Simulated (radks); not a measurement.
All-electron atom: the iodine ion I9+ in [Kr] 4d8 (the NIST ground configuration).

All-electron calculation, Dirac Kohn-Sham, BLYP, spin-unpolarised, spherical densities, finite nucleus; open shells fill j = l - 1/2 first; Fermi nuclear charge, rms radius 4.75 fm. Program: a radial shooting solver on a logarithmic mesh with Libxc functionals.

Energy parts (eV):
| part | energy |
|---|---|
| total | -193092.212 |
| kinetic | 204700.738 |
| electron-nucleus | -462752.469 |
| Hartree | 69786.009 |
| exchange-correlation | -4826.491 |

Orbitals (lengths in bohr, moments of r in powers of bohr; <r^-3> diverges for s and p1/2):
| orbital | occ. | eigenvalue (eV) | <r^-3> |
|---|---|---|---|
| 1s1/2 | 2 | -33114.28 | - |
| 2s1/2 | 2 | -5241.710 | - |
| 2p1/2 | 2 | -4928.074 | - |
| 2p3/2 | 4 | -4629.145 | 5233 |
| 3s1/2 | 2 | -1175.192 | - |
| 3p1/2 | 2 | -1045.501 | - |
| 3p3/2 | 4 | -989.1284 | 1009 |
| 3d3/2 | 4 | -760.6121 | 161.5 |
| 3d5/2 | 6 | -748.7388 | 149.4 |
| 4s1/2 | 2 | -321.2469 | - |
| 4p1/2 | 2 | -275.2006 | - |
| 4p3/2 | 4 | -263.5882 | 208.7 |
| 4d3/2 | 4 | -188.2758 | 27.33 |
| 4d5/2 | 4 | -186.3002 | 25.15 |

The highest occupied level is 4d5/2 at -186.30 eV. The electron density at the nucleus is 2.49e+05 e/bohr^3. The density falls to 0.001 e/bohr^3 at r = 2.18 bohr. For comparison, the ionisation energy in NIST's Atomic Spectra Database is 197 eV (theoretical). In exact Kohn-Sham theory the highest level is minus the ionisation energy, but local and semilocal functionals leave it too shallow, through self-interaction and a potential that decays too fast; potentials with the right tail come closer. Summed over all electrons, <r^2> = 14.01 bohr^2, which gives a Langevin (diamagnetic) susceptibility term of -11.1 x 10^-6 cm^3/mol.

Beside tabulated values, note that spin-unpolarised runs miss the spin-polarisation part of the exchange energy of open shells.
